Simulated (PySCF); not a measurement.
## Sc⁺ (scandium, charge +1): B3LYP calculation

Configuration: [Ar] 3d1 4s1, high-spin 3D determinant. Calculation: PySCF 2.14, in 6-31G* (5s4p2d1f, 34 functions); no relativity, point nucleus.

```
Total energy                                                  : -760.336 hartree
One-electron energy                                           : -1034.757 hartree
Hartree (Coulomb) energy                                      : 313.217 hartree
Exchange-correlation energy                                   : -38.797 hartree
Kinetic energy                                                : 759.21907 hartree
⟨S²⟩                                                          : 2.0005
⟨L²⟩                                                          : 6.016
Sum of ⟨r⟩                                                    : 16.93 bohr
Sum of ⟨r²⟩                                                   : 29.82 bohr²
Traceless quadrupole moment −½Σ⟨3z² − r²⟩ along its main axis : 1.02 e·bohr²
Density at the nucleus (Gaussians lack the cusp)              : 5810 bohr⁻³
Spin density at the nucleus                                   : 2.12 bohr⁻³
Langevin diamagnetic susceptibility                           : -23.6 ×10⁻⁶ cm³/mol
Time after the integrals                                      : 0.85 s of wall time on 1 thread of Neoverse-V2 (shared host)
```

```
shell  electrons  mean orbital energy (eV)  spread (eV)  rms radius, mean of both spins (bohr)
 1s α          1                   -4407.8            0                                 0.0852
 1s β          1                   -4407.8            0                                 0.0852
 2s α          1                   -487.44            0                                  0.375
 2s β          1                   -487.17            0                                  0.375
 2p α          3                   -403.70        0.257                                  0.342
 2p β          3                   -403.48        0.474                                  0.342
 3s α          1                   -65.317            0                                   1.16
 3s β          1                   -64.315            0                                   1.16
 3p α          3                   -43.305        0.152                                   1.27
 3p β          3                   -42.262        1.276                                   1.27
 3d α          1                   -12.084            0                                   1.82
 4s α          1                   -10.656            0                                   3.62
```
